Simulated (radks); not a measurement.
Question: The mean radii <r> (bohr) of the occupied orbitals of an atom or ion are listed with their occupations. All-electron calculation, scalar-relativistic Kohn-Sham, PBE, spin-unpolarised, spherical densities, finite nucleus; Fermi nuclear charge, rms radius of each element as measured or else 0.836 A^(1/3) + 0.57 fm. Program: a radial shooting solver on a logarithmic mesh with Libxc functionals.

orbital  occ.      <r>
1s          1  0.07481

Name the element and its charge.

Answer: Z = 20, calcium, charge +19: Ca19+ in 1s1. The 1s radius gives Z: for a bare nucleus <r> = (2 gamma + 1)/(2Z) with gamma = sqrt(1 - (Z/c)^2), 0.07446 bohr for Z = 20, and the self-interaction of the functional makes it slightly larger (0.07481 here). The occupations add up to 1, and the charge is Z minus that.
